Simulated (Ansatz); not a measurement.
Total energies of ClFGeH₄Sn, SMILES `[F][SnH]([Cl])[GeH3]`.

```xyz
8

F    -1.864    0.949   -1.385
Sn   -0.773   -0.507   -0.765
Cl    0.517   -1.068   -2.617
Ge    0.781    0.470    1.071
H    -1.871   -1.787   -0.524
H    -0.080    0.948    2.245
H     1.738   -0.638    1.528
H     1.554    1.634    0.447
```

Total charge 0; spin multiplicity 1. Correlated methods include outer-core shells of Ge, Sn, which these sets cover unevenly. Scalar relativity is left out up to krypton. Sn: def2 effective core potential. The geometry is a stationary point of PBE0-D4/def2-TZVP. Basis def2-TZVPP, the Gaussian-basis code of Ansatz.

RPA on PBE orbitals: Hartree–Fock energy of these orbitals -2850.04737 Eh, correlation -1.57735 Eh (frozen core).

```csv
functional,energy without D4 (Eh),D4 term (kJ/mol)
LDA (SPW92),-2848.24030,–
revPBE,-2853.65634,-43.2
BLYP,-2853.87529,-38.8
r2SCAN,-2853.89412,-4.3
B3LYP,-2854.03113,-30.5
r2SCANh,-2853.86721,-4.8
r2SCAN0,-2853.82873,-5.4
BHLYP,-2853.76323,-28.8
CAM-B3LYP,-2853.98760,-17.0
B2PLYP,-2853.12801,–
```

Problem. Give the same for PBE, B97M-V, PBE0, HSE06 (plane-wave form), LC-ωPBE, ωB97X-V, ωB97M-V, PBE-QIDH. (Estimate.)

Solution. Computed: 
| functional | energy without D4 (Eh) | D4 term (kJ/mol) |
| --- | --- | --- |
| PBE | -2853.28331 | -18.7 |
| B97M-V | -2853.35576 | – |
| PBE0 | -2853.38654 | -16.2 |
| HSE06 (plane-wave form) | -2853.37319 | -15.4 |
| LC-ωPBE | -2853.47967 | – |
| ωB97X-V | -2853.58343 | – |
| ωB97M-V | -2853.66906 | – |
| PBE-QIDH | -2852.76897 | – |

B3LYP takes the VWN-RPA correlation (the form of Gaussian; ORCA's B3LYP/G). HSE06 is the plane-wave form, built on full-range PBE exchange. The double hybrids freeze the cores in their second-order part.

LC-ωPBE has ω = 0.4 bohr⁻¹.
